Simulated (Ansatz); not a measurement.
GaH3, relaxed as a singlet with RKS r2SCAN-D4/def2-TZVP in Ansatz, starting from the GFN2-xTB geometry. Force threshold 0.02 eV/Å.

Start:

```tsv
atom	x (Å)	y (Å)	z (Å)
Ga1	-0.001	0.000	0.001
H2	-0.427	0.544	-1.406
H3	-0.343	-1.473	0.407
H4	0.771	0.929	0.998
```

(1) Estimate the energy that the relaxation releases and the steps that it takes.

(2) Does the start keep its bonding and symmetry?

(3) Predict the relaxed structure.

Results:

(1) 0.00 eV, in 2 steps; 1.4 s on 4 threads of Arm Neoverse V2 on a shared host. No frequencies were taken in this run, so the end may be a saddle point.

(2) By distances, no bond broke or formed. The bond that changes most is Ga1–H2, from 1.57 to 1.56 Å (atoms count from 1). Point group D3h at the start, D3h at the end, both within 0.05 Å.

(3) 
| atom | x (Å) | y (Å) | z (Å) |
| --- | --- | --- | --- |
| Ga1 | 0.0009 | -0.0003 | -0.0004 |
| H2 | -0.4264 | 0.5423 | -1.4018 |
| H3 | -0.3429 | -1.4690 | 0.4066 |
| H4 | 0.7684 | 0.9270 | 0.9956 |
Bond lengths: 3 × Ga–H 1.56 Å.
